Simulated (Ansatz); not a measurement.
`FCC(F)(F)C(F)(F)C(F)(F)F`. The species carries charge 0 and has multiplicity 1.

```
atom   x (Å)   y (Å)   z (Å)
  F1   2.171  -2.135  -0.029
  C2   1.643  -0.981   0.473
  C3   0.349  -0.681  -0.266
  F4   0.589  -0.557  -1.584
  F5  -0.523  -1.693  -0.097
  C6  -0.302   0.626   0.245
  F7  -0.526   0.499   1.565
  F8   0.569   1.633   0.056
  C9  -1.643   1.039  -0.417
 F10  -2.048   2.181   0.127
 F11  -1.489   1.221  -1.720
 F12  -2.573   0.119  -0.213
 H13   1.434  -1.109   1.537
 H14   2.349  -0.162   0.321
```

Question: List the harmonic frequencies (cm⁻¹, unscaled) at PBE0-D4/def2-TZVP in Ansatz. (An estimate is asked.)

Answer: The calculation gave: 19, 74, 91, 123, 211, 219, 230, 287, 305, 330, 337, 382, 402, 517, 540, 549, 611, 663, 749, 806, 928, 980, 1143, 1153, 1196, 1209, 1227, 1256, 1266, 1318, 1319, 1377, 1436, 1490, 3088, 3149.

Question: Is this a minimum?

Answer: Yes, all 36 modes are real.

Question: Give the ideal-gas thermochemistry at 298.15 K and 1 bar (rigid rotor, harmonic oscillator; point group Cs, symmetry number 1).

Answer: Zero-point energy 185.3 kJ/mol; H(298) − E = 216.9 kJ/mol; entropy 446.1 J/(mol·K), of which translation 175.1, rotation 127.6, vibration 143.5; G(298) − E = 83.9 kJ/mol. Modes under 100 cm⁻¹ are hindered rotations or soft bends, so the harmonic entropy is rough.
